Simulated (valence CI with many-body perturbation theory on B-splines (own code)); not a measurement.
Run record, Ta II

Method: configuration interaction combined with many-body perturbation theory (CI+MBPT): four valence electrons over a frozen Dirac-Fock core [Xe] 4f14, radial functions for each j: 9 s, 9 p, 10 d, 8 f, 5 g, 3 h, 1 i, with the one-electron correlation potential Σ1 (screened to all orders), the two-electron term Σ2, the three-electron term Σ3, Breit, model QED; selected single and double excitations, second order for the rest, scaled by the run's own slope (own B-spline code, finite nucleus).

Command, and the settings that its task file holds:

```sh
python run_cv.py task.json out
```

```
atom Ta  Z=73  mass_number=181  rms_radius_fm=5.3507
core [Xe] 4f14
valence 5d3 6s1
avg = 1
basis = L
breit = 1
cap = 40000
capref = 1200
cscale = 1
de = 0.0
dress = 0
eps = 2e-08
extrap = 1
h = 0.27
hh = 1
l2 = 3
lcore = 6
maxit = 60
n2 = 5
natural = 1
nlev = 60
nno = [6, 6, 7, 6, 4, 3, 1]
nroot = 26
nsp = [3, 3, 3, 2, 1, 0, 0]
pt2 = 1
qed = 1
rpa = 1
s1 = 1
s2 = 1
s3 = 1
screen = 1
tol = 2e-05
whole = 1
```

It took 9.5 min on 1 thread of Intel(R) Xeon(R) Processor @ 2.30GHz, on a shared host.

Log. The first blocks belong to the next ion, which gives the ionisation energy. Fields: 2J, parity (1 odd), roots, reference size, generating configurations, candidates as configurations/state functions, variational space P, stored matrix elements, Davidson steps; e2 is the range of second-order energies in hartree. The first line gives the box (bohr), its intervals, the orbitals and the steps of their self-consistent field. Window is the range of levels sought, series limit the energy at which the first omitted orbital would enter, core excitation an estimate of the first excitation out of the core, left out the lowest levels not solved, and shifts from estimates the range by which levels moved from their first estimate, all in cm⁻¹.

```
rmax 28.0 intervals 65 orbitals 81 references ['5d3 6s', '5d2 6s2', '5d4', '5d2 6s 6p', '5d3 6p'] scf 9 t 2.3
2J=3 par=0 roots 2 ref 43 generators 14 cand 8132/18059 P 1660/3999 nnz 3.6e+06 it 9
2J=3 par=0 roots 2 ref 43 generators 48 cand 23472/52890 P 4226/9919 nnz 1.3e+07 it 12
   second order: generators 95 cand 27179/62748 e2 -0.00008 -0.00006
2J=5 par=0 roots 2 ref 45 generators 12 cand 9982/24450 P 1431/4000 nnz 3.6e+06 it 11
2J=5 par=0 roots 2 ref 45 generators 57 cand 24907/64745 P 4430/11846 nnz 1.8e+07 it 10
   second order: generators 99 cand 28601/79740 e2 -0.00010 -0.00008
reference levels 752, estimated 170, window 30941 1/cm; series limit 93158, core excitation 195037
2J=2 par=0 roots 11 ref 69 generators 24 cand 28671/129273 P 1910/8000 nnz 9.3e+06 it 9
2J=2 par=0 roots 11 ref 69 generators 133 cand 133554/784560 P 7549/33259 nnz 9.2e+07 it 12
   second order: generators 477 cand 245447/1523202 e2 -0.00126 -0.00038
2J=4 par=0 roots 15 ref 101 generators 39 cand 47029/316462 P 1553/7993 nnz 9.4e+06 it 12
2J=4 par=0 roots 15 ref 101 generators 151 cand 136778/1112343 P 6062/33070 nnz 1.2e+08 it 22
   second order: generators 473 cand 248891/2257099 e2 -0.00216 -0.00069
2J=6 par=0 roots 13 ref 87 generators 28 cand 45091/341759 P 1229/7989 nnz 1.1e+07 it 12
2J=6 par=0 roots 13 ref 87 generators 128 cand 146676/1409259 P 4549/30428 nnz 1.2e+08 it 24
   second order: generators 426 cand 254261/2717604 e2 -0.00235 -0.00083
2J=8 par=0 roots 13 ref 74 generators 26 cand 40237/336805 P 1496/8000 nnz 1e+07 it 12
2J=8 par=0 roots 13 ref 74 generators 123 cand 130367/1332971 P 5297/31764 nnz 1.2e+08 it 13
   second order: generators 416 cand 257716/2891169 e2 -0.00209 -0.00083
2J=0 par=0 roots 7 ref 35 generators 24 cand 18422/32000 P 4626/7999 nnz 6.4e+06 it 10
2J=0 par=0 roots 7 ref 35 generators 130 cand 113224/257218 P 18797/38262 nnz 5e+07 it 11
   second order: generators 423 cand 217674/520173 e2 -0.00048 -0.00013
2J=10 par=0 roots 6 ref 39 generators 13 cand 23904/214675 P 1496/7997 nnz 1.1e+07 it 8
2J=10 par=0 roots 6 ref 39 generators 85 cand 119388/1242804 P 4815/29964 nnz 1.1e+08 it 10
   second order: generators 338 cand 243983/2686973 e2 -0.00141 -0.00057
2J=12 par=0 roots 3 ref 19 generators 4 cand 9841/60457 P 1649/7998 nnz 1.2e+07 it 7
2J=12 par=0 roots 3 ref 19 generators 57 cand 91976/905535 P 5135/27940 nnz 9.2e+07 it 8
   second order: generators 259 cand 224620/2238450 e2 -0.00091 -0.00068
2J=4 par=1 roots 2 ref 76 generators 24 cand 48558/272947 P 1815/7998 nnz 7.8e+06 it 11
2J=4 par=1 roots 2 ref 76 generators 78 cand 112409/736933 P 7480/36940 nnz 8.8e+07 it 15
   second order: generators 172 cand 160481/1223133 e2 -0.00059 -0.00028
2J=6 par=1 roots 1 ref 71 generators 25 cand 52304/345603 P 1664/7995 nnz 7.5e+06 it 9
2J=6 par=1 roots 1 ref 71 generators 58 cand 103040/746220 P 6699/34545 nnz 8.3e+07 it 13
   second order: generators 133 cand 133961/1064883 e2 -0.00054 -0.00054
2J=2 par=1 roots 1 ref 59 generators 20 cand 31458/136163 P 2215/7996 nnz 7e+06 it 10
2J=2 par=1 roots 1 ref 59 generators 63 cand 85081/403385 P 7945/31119 nnz 6e+07 it 15
   second order: generators 158 cand 139138/727888 e2 -0.00047 -0.00047
left out: unestimated 49668, estimated 34434, shifts from estimates -375 to 470
operators 7.6
```

The Davidson iterations converged.

Set against measurement, 11 paired levels are off by 281 cm⁻¹ on average, the worst by 824. These come from a selection out of the NIST Handbook of Basic Atomic Spectroscopic Data. Levels without a partner in it may be off by more, other configurations by 1,000 to 4,000 cm⁻¹. Among the levels kept, up to 460 cm⁻¹ of a level comes from second order outside the variational space, and about a tenth of that is noise between levels of different J, which matters for small intervals. 2 measured levels below the end of the list, from 4125 cm⁻¹ on, found no clear computed partner.

```
Valence energy                            : -4.536261 hartree
Ionisation energy                         : 14.903 eV (NIST: 16.2 ± 0.5 eV (semi-empirical))
Reference configurations for the orbitals : 5d3 6s, 5d2 6s2, 5d4, 5d2 6s 6p, 5d3 6p
Radial orbitals                           : 81
Box radius                                : 28.01 bohr
Largest variational space                 : 38262
Lowest levels                             : 5d3.6s 5F_1 0.0000, 5d3.6s 5F_2 0.1268, 5d3.6s 5F_3 0.3223, 5d2.6s2 3F_2 0.4964, 5d3.6s 3P_0 [a] 0.5384, 5d3.6s 5F_4 0.5410, 5d3.6s 3P_1 [a] 0.6962, 5d3.6s 3P_2 [a] 0.7519, 5d3.6s 5F_5 0.7616, 5d2.6s2 3F_3 0.9351, 5d3.6s 3F_2 [a] 1.213, 5d2.6s2 3F_4 1.279, 5d3.6s 5P_1 1.341, 5d4 5D_0 1.437 eV
```

Names give the largest LS component (configuration and term), which can be under half, so a name can repeat, a term be missing and a line seem to break the LS rules; names also repeat where a configuration has a term twice. Letters in brackets count levels of one name in rising energy.
